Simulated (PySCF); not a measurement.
# Assignment exercise: C2H9FO2Si2

Geometry:
```json
{"atom": "C1", "x (Å)": "-3.220", "y (Å)": "-0.252", "z (Å)": "0.507"}
{"atom": "O2", "x (Å)": "-1.842", "y (Å)": "-0.183", "z (Å)": "0.303"}
{"atom": "Si3", "x (Å)": "-1.018", "y (Å)": "-0.164", "z (Å)": "-1.086"}
{"atom": "O4", "x (Å)": "0.531", "y (Å)": "-0.036", "z (Å)": "-0.642"}
{"atom": "Si5", "x (Å)": "1.776", "y (Å)": "-0.466", "z (Å)": "0.296"}
{"atom": "C6", "x (Å)": "3.053", "y (Å)": "0.938", "z (Å)": "0.034"}
{"atom": "F7", "x (Å)": "4.218", "y (Å)": "0.667", "z (Å)": "0.728"}
{"atom": "H8", "x (Å)": "-3.629", "y (Å)": "-1.179", "z (Å)": "0.098"}
{"atom": "H9", "x (Å)": "-3.727", "y (Å)": "0.591", "z (Å)": "0.030"}
{"atom": "H10", "x (Å)": "-3.404", "y (Å)": "-0.222", "z (Å)": "1.581"}
{"atom": "H11", "x (Å)": "-1.195", "y (Å)": "-1.409", "z (Å)": "-1.829"}
{"atom": "H12", "x (Å)": "-1.278", "y (Å)": "1.035", "z (Å)": "-1.876"}
{"atom": "H13", "x (Å)": "2.301", "y (Å)": "-1.737", "z (Å)": "-0.202"}
{"atom": "H14", "x (Å)": "1.384", "y (Å)": "-0.537", "z (Å)": "1.701"}
{"atom": "H15", "x (Å)": "3.343", "y (Å)": "1.055", "z (Å)": "-1.014"}
{"atom": "H16", "x (Å)": "2.701", "y (Å)": "1.906", "z (Å)": "0.400"}
```

Level of theory: geometry from GFN2-xTB, NMR shieldings at PBE0/pcSseg-1/GIAO, in PySCF 2.14.0 with density-fitted response routines (rapidly exchanging positions averaged, one computed conformer, gas phase, no relativistic terms).

References, each an isolated molecule treated in the same way: ¹³C (σref 186.93), ¹H (σref 31.72) against TMS.

(1) Assign these signals to the numbered atoms. ¹³C{¹H} NMR (computed): δ 78.1 (CH2), 50.7 (CH3).

(2) Assign these signals to the numbered atoms. ¹H NMR (400 MHz, computed): δ 5.19 (m, 2H), 5.01 (m, 2H), 4.88 (s, 2H), 3.89 (s, 3H).

## Answers

(1) 
78.1 → C6, sp3 CH2 bonded to F and Si: pulled downfield by the heteroatom
50.7 → C1, methyl carbon bonded to O: deshielded by the electronegative neighbour

(2) 
5.19 → H13/H14, hydrogen on a silicon bonded to C, O
5.01 → H15/H16, hydrogen on an sp3 CH2 bonded to F and Si: its carbon carries F, which withdraws density
4.88 → H11/H12, hydrogen on a silicon bonded to 2 O
3.89 → H8/H9/H10, hydrogen on a methyl carbon bonded to O: its carbon carries O, an electronegative neighbour

Splittings by ¹⁹F in the carbon and heteronuclear signals aren't shown, as no couplings were computed. Shifts are as computed. Against solution values, carbons near 30 ppm lie about +3 ppm off and those near 130 ppm about +5 ppm. Of 1309 compounds with measured shifts, 239 miss one by over three times the rms of a fit or turn the order of signals round; such compounds aren't used in these exercises. No couplings were computed; multiplicities are counted from neighbouring protons, with m where these are inequivalent, close in shift, in a saturated or five-membered ring or joined by F or P, and br s for small geminal =CH2 splittings.
